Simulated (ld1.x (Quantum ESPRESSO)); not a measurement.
# u(r) = r·R(r): atom against pseudo-atom (hydrogen (H))

Columns: radius, all-electron u(r) and pseudo u(r) of the 1s shell (level -6.55 eV) of hydrogen in the configuration 1s1; PW91, non-relativistic, TM semilocal scheme, ld1.x (Quantum ESPRESSO) 7.5.

```tsv
r (bohr)	all-electron	pseudo
0.075	0.1339	0.1034
0.150	0.2479	0.2042
0.225	0.3444	0.3001
0.300	0.4253	0.3886
0.375	0.4925	0.4677
0.450	0.5477	0.5360
0.525	0.5923	0.5925
0.600	0.6277	0.6369
0.675	0.6551	0.6697
0.750	0.6755	0.6920
0.825	0.6898	0.7054
0.900	0.6989	0.7118
0.975	0.7035	0.7128
1.050	0.7042	0.7100
1.125	0.7015	0.7046
1.200	0.6960	0.6973
1.275	0.6881	0.6884
1.350	0.6781	0.6781
1.425	0.6664	0.6664
1.500	0.6533	0.6533
1.575	0.6390	0.6390
1.650	0.6238	0.6238
1.725	0.6078	0.6078
1.800	0.5913	0.5913
1.875	0.5743	0.5743
1.950	0.5571	0.5571
```

Question: How many radial nodes do the two functions have?

Answer: The all-electron 1s function has n − l − 1 = 0; the pseudo-wave has 0.

Question: At about which radius was the pseudo-wave matched?

Answer: 1.50 bohr. The columns agree to 0.0005 from 1.27 bohr on; several derivatives are matched, so the curves merge somewhat inside the radius.

Question: Where does each function peak?

Answer: Outermost all-electron maximum near 1.05 bohr, pseudo maximum near 0.97 bohr (to the table’s step).

Question: Is the pseudo-wave norm-conserving?

Answer: Yes: the TM semilocal scheme keeps the norm inside the radius equal to the all-electron one, which fixes the energy derivative of the logarithmic derivative at the level.
